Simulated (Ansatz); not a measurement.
`C[Si](N)(O)Cl` + `N=C(N)S` → `CSC(=N)N` + `N[SiH](O)Cl`  (substitution at a C–Si bond)

Program: Ansatz. Geometries: PBE0-D4/def2-TZVP. ΔE: electronic, gas phase. CBS: MP2 limit from def2 TZ/QZ plus the TZ coupled-cluster correction, frozen cores. Functionals use def2-TZVPP. One conformer a species, not always the lowest.

`C[Si](N)(O)Cl`:

Cartesian coordinates in Å:
```
C 1.487 -0.087 0.156
Si -0.335 -0.206 -0.134
N -1.064 1.302 0.123
O -1.116 -1.263 0.842
Cl -0.581 -0.954 -2.068
H 1.940 0.661 -0.499
H 1.971 -1.044 -0.046
H 1.684 0.193 1.193
H -2.067 1.382 0.163
H -0.634 2.149 -0.208
H -1.284 -2.133 0.478
```

`N=C(N)S`:

Cartesian coordinates in Å:
```
N 1.384 -0.721 0.311
C 0.284 -0.116 0.150
N -0.310 -0.013 -1.081
S -0.618 0.659 1.483
H 1.626 -0.823 1.291
H 0.280 -0.342 -1.831
H -0.804 0.841 -1.276
H -1.843 0.514 0.952
```

`CSC(=N)N`:

Cartesian coordinates in Å:
```
C 0.355 0.845 1.505
S -0.971 0.893 0.288
C -0.561 -0.389 -0.869
N -1.413 -0.869 -1.677
N 0.727 -0.858 -0.835
H 0.514 -0.169 1.867
H 1.287 1.263 1.121
H 0.019 1.471 2.332
H -2.346 -0.512 -1.503
H 0.933 -1.478 -1.605
H 1.455 -0.198 -0.623
```

`N[SiH](O)Cl`:

Cartesian coordinates in Å:
```
N 0.528 -0.464 -0.981
Si -0.311 -0.126 0.458
O 0.333 1.160 1.228
Cl -2.252 0.202 -0.143
H 0.048 -0.842 -1.780
H 1.507 -0.699 -0.975
H -0.338 -1.177 1.492
H 0.485 1.947 0.701
```

```csv
level,ΔE (kJ/mol)
B2PLYP,57.0
CCSD/def2-TZVPP,60.2
CCSD(T)/def2-TZVPP,59.2
CCSD/CBS(def2),59.0
```

Problem. What does CCSD(T)/CBS give? (Estimate.)

Solution. Ansatz gave: +58.0 kJ/mol. The listed levels differ from it by -1.0, 2.2, 1.2, 1.0 kJ/mol.

Largest T1 diagnostic among the species: 0.014.
